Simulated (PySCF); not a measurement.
Bond stretch in SMILES C[SeH] (CH4Se). The C1–Se5 bond (C1 also carries H, H, H; Se5 carries H) is pulled apart rigidly from the PBE0/def2-TZVP optimised geometry.

Level of theory: CCSD(T) on UHF/cc-pVDZ, 10 core orbitals frozen (PySCF).

Problem. Relative to R = 1.95 Å, what are the energies at R = 1.66, 1.82, 3.20, 6.87 Å?

Solution. 31.6 kcal/mol at 1.66 Å, 5.5 kcal/mol at 1.82 Å, 63.2 kcal/mol at 3.20 Å, 70.6 kcal/mol at 6.87 Å.

The unrestricted determinant behind UCCSD(T) is spin-contaminated at 2.44 to 6.87 Å (<S²> up to 1.0, against 0.00 for a pure singlet).
